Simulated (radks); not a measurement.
Values are calculated unless marked as measured or tabulated.
Problem. The mean radii <r> (bohr) of the occupied orbitals of an atom or ion are listed with their occupations. Code: a radial shooting solver on a logarithmic mesh with Libxc functionals. Model: non-relativistic Kohn-Sham, TPSS, spin-polarised, spherical densities, point nucleus; meta-GGA in the generalised Kohn-Sham scheme.

| orbital | occ. | <r> |
|---|---|---|
| 1s up | 1 | 0.02762 |
| 1s down | 1 | 0.02762 |
| 2s up | 1 | 0.1176 |
| 2s down | 1 | 0.1175 |
| 2p up | 3 | 0.1001 |
| 2p down | 3 | 0.10000 |
| 3s up | 1 | 0.2895 |
| 3s down | 1 | 0.2900 |
| 3p up | 3 | 0.2768 |
| 3p down | 3 | 0.2774 |
| 3d up | 2 | 0.2426 |

Name the element and its charge. Open shells, if any, are filled with parallel spins first.

Solution. Z = 55, caesium, charge +35: Cs35+ in [Ar] 3d2. The 1s radius gives Z: for a bare nucleus <r> = 1.5/Z, 0.02727 bohr for Z = 55, and screening makes it slightly larger (0.02762 here). The occupations add up to 20, and the charge is Z minus that.
